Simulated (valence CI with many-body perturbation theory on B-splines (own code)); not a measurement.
Values are calculated unless marked as measured or tabulated.
## Au VII: what the settings do

Method: relativistic CI+MBPT: five valence electrons over a frozen Dirac-Fock core [Xe] 4f14, radial functions for each j: 6 s, 6 p, 5 d, 5 f, 1 g, with the one-electron correlation potential Σ1, the two-electron term Σ2, the three-electron term Σ3, Breit, model QED; selected CI, second order for the rest, scaled by the run's own slope (own B-spline code, finite nucleus).

No measured levels were compared; by estimate terms of the open shell hold to 2 to 4 % of their energy, and close levels can change places; different configurations can be misplaced against each other by 1,000 to 8,000 cm⁻¹. Among the levels kept, up to 450 cm⁻¹ of a level comes from second order outside the variational space, and about a tenth of that is noise between levels of different J, which matters for small intervals. Only levels of the ground parity were solved; by the run's estimate the other parity begins above the list, which can be wrong where configurations are misplaced.

The reference run has the lowest level (5d3/2^3 5d5/2^2) J=5/2 [a] and an ionisation energy of 94.1772 eV. Its largest variational space holds 9996 state functions.

Levels are named by their leading jj configuration (3d3/2^4 stands for four electrons in 3d with j = 3/2), which in mixed levels can hold well under half, so a name can repeat and another be missing. Letters in brackets count levels of one name in rising energy.

Changed runs:
A. hole-hole ladder in Σ2 on → off
B. size limit of the variational space 10000 → 3000
C. lowest core n in screening and Σ2 4 → 3
D. correlating orbitals by l 3 3 3 3 1 → 2 2 1 1 0; natural orbitals for correlation on → off (bad on purpose)

Excitation energies of the reference run in cm⁻¹, and shifts in cm⁻¹:

| Level | Reference | A | B | C | D |
| --- | --- | --- | --- | --- | --- |
| (5d3/2^4 5d5/2) J=5/2 | 18922 | +658 | -24 | -3.8 | +2175 |
| (5d3/2^3 5d5/2^2) J=7/2 [a] | 27111 | +159 | -11 | -2.6 | +2012 |
| (5d3/2^3 5d5/2^2) J=3/2 | 28290 | +1042 | -16 | -2.0 | +2270 |
| (5d3/2^3 5d5/2^2) J=11/2 | 29046 | -239 | -5.3 | -2.4 | +1899 |
| (5d3/2^3 5d5/2^2) J=5/2 [b] | 30243 | +404 | -30 | -1.0 | +1882 |
| (5d3/2^3 5d5/2^2) J=9/2 | 30718 | -110 | -19 | -1.9 | +1896 |
| (5d3/2^3 5d5/2^2) J=1/2 | 33177 | +1213 | -16 | -0.8 | +2328 |
| (5d3/2^2 5d5/2^3) J=7/2 [a] | 37796 | +382 | -10 | -1.5 | +2225 |
| (5d3/2^3 5d5/2^2) J=5/2 [c] | 39878 | +1116 | -46 | -0.6 | +2665 |
| (5d3/2^2 5d5/2^3) J=11/2 | 43610 | -698 | -5.7 | -0.8 | +2198 |
| (5d3/2^3 5d5/2^2) J=7/2 [b] | 44294 | +871 | -25 | -3.1 | +3096 |
| (5d3/2^2 5d5/2^3) J=1/2 | 44352 | +975 | -16 | +1.0 | +2288 |
| Ionisation energy (eV) | 94.1772 | -0.0535 | -0.0026 | -0.0043 | +0.0245 |
